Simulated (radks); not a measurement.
Values are calculated unless marked as measured or tabulated.
Neutral dysprosium inside a hard spherical wall (all orbitals vanish at R), configuration held at [Xe] 4f10 6s2 and not refilled when levels cross. Level of theory: scalar-relativistic Kohn-Sham, PBE, spin-unpolarised, spherical densities, finite nucleus; Fermi nuclear charge, rms radius 5.2218 fm (a radial shooting solver on a logarithmic mesh with Libxc functionals). Eigenvalues in eV, with the zero of energy where the potential of the charges vanishes at infinity; a dash marks a level that is unbound or too diffuse for the functional's potential to be trusted. A positive occupied level is held by the wall or, in an anion where self-interaction has pushed it up, behind a barrier. The pressure on the wall is -dE/dV.

R (bohr),E (hartree),kinetic (hartree),e(5s),e(5p),e(6s),e(4f),"e(5d, empty)","e(6p, empty)",pressure (GPa)
free,-12156.1758,13112.416,-48.909,-25.353,-3.747,-3.113,-1.173,-1.160,0
12,-12156.1754,13112.420,-48.874,-25.319,-3.720,-3.079,-1.133,-1.051,0.00593
8,-12156.1587,13112.529,-48.235,-24.688,-3.147,-2.453,-0.502,0.121,0.579
7,-12156.1327,13112.661,-47.644,-24.111,-2.494,-1.870,0.098,1.260,1.90
6,-12156.0662,13112.948,-46.626,-23.129,-1.099,-0.852,1.201,3.540,6.73
5,-12155.8857,13113.643,-44.843,-21.441,2.117,0.988,3.329,8.474,27.5
4,-12155.3125,13115.787,-41.262,-18.057,10.774,4.932,8.103,20.715,150
3,-12152.8251,13125.085,-31.587,-8.136,40.793,16.504,22.456,58.587,1350
1.5,-12086.9634,13328.816,110.33,156.82,485.58,137.32,229.06,539.44,195000
